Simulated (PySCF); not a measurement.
Sn(OH)4.
Bonds: Sn1–O2, Sn1–O4, Sn1–O6, Sn1–O8. Hydrogens: H3 on O2; H5 on O4; H7 on O6; H9 on O8.

A GFN2-xTB structure was refined with PBE0-D3(BJ)/def2-SVP geometry optimisation, gas phase, def2 core potentials past Kr in PySCF. Its GFN2-xTB values:

```tsv
coordinate	GFN2-xTB
Sn1–O2	1.874 Å
Sn1–O8	1.832 Å
O2–H3	0.990 Å
O2–Sn1–O4	109.8°
O2–Sn1–O6	103.7°
O2–Sn1–O8	116.1°
```

Task: How do these coordinates change at the PBE0-D3(BJ)/def2-SVP level?

Result: 
| coordinate | PBE0-D3(BJ)/def2-SVP (Å or °) | change |
| --- | --- | --- |
| Sn1–O8 | 1.964 | +0.132 |
| Sn1–O2 | 1.966 | +0.092 |
| O2–H3 | 0.966 | -0.024 |
| O2–Sn1–O4 | 106.6 | -3.2 |
| O2–Sn1–O6 | 105.8 | +2.1 |
| O2–Sn1–O8 | 116.0 | -0.1 |

The energy falls by 0.821 eV over 13 energy and gradient evaluations, the largest force component goes from 0.0896 to 3.8e-04 Eh/bohr, and the atoms move by 0.132 Å rms after alignment. The bond that changes most is Sn1–O8 (ends: tin bonded to 4 O; oxygen bonded to Sn and H), which lengthens by 0.132 Å. Bonds longer at the end by more than 0.005 Å: 6 of 8; shorter: 2. Among the dihedrals that turn most is O4–Sn1–O8–H9, from 41° to 25°. Rotational constants go from 3104, 2972, 2779 to 2924, 2902, 2567 MHz.

The run used 102 basis functions and 85 SCF cycles in all.

No frequency check.
